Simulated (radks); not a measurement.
Problem. All-electron atom: Ga in [Ar] 3d10 4s2 5p1 (not the ground configuration). Method: Dirac Kohn-Sham, LDA (Slater exchange, Perdew-Wang correlation), spin-unpolarised, spherical densities, finite nucleus; open shells fill j = l - 1/2 first; Fermi nuclear charge, rms radius 3.9973 fm; computed with a radial shooting solver on a logarithmic mesh with Libxc functionals. Some entries of the table are withheld. Estimate them.

orbital  occ.  eigenvalue (hartree)  r(max) (bohr)  <r^2> (bohr^2)
1s1/2       2             -375.3111        0.03183        0.003187
2s1/2       2             -46.47242         0.1828         0.05611
2p1/2       2             -41.20852         0.1445         0.04365
2p3/2       4             -40.19440         0.1474         0.04516
3s1/2       2              -5.60129         0.5652          0.4929
3p1/2       2              -3.89969         0.5612          0.5344
3p3/2       4              -3.76595         0.5696          0.5519
3d3/2       4              -0.90758            (1)          0.8470
3d5/2       6              -0.89053            (2)          0.8609
4s1/2       2              -0.49239          1.845           5.650
4p1/2       0              -0.23030            (3)           9.705
4p3/2       0              -0.22401            (4)           10.02
5s1/2       0              -0.07453            (5)           60.74
5p1/2       1                   (6)          8.642           102.0
5p3/2       0                   (7)          8.715           103.5
4d3/2       0              -0.02770          8.213           97.72
4d5/2       0              -0.02764          8.225           97.98

Solution. 
(1) 3d3/2 r(max) (bohr): 0.5293
(2) 3d5/2 r(max) (bohr): 0.5323
(3) 4p1/2 r(max) (bohr): 2.290
(4) 4p3/2 r(max) (bohr): 2.327
(5) 5s1/2 r(max) (bohr): 6.453
(6) 5p1/2 eigenvalue (hartree): -0.04195
(7) 5p3/2 eigenvalue (hartree): -0.04140
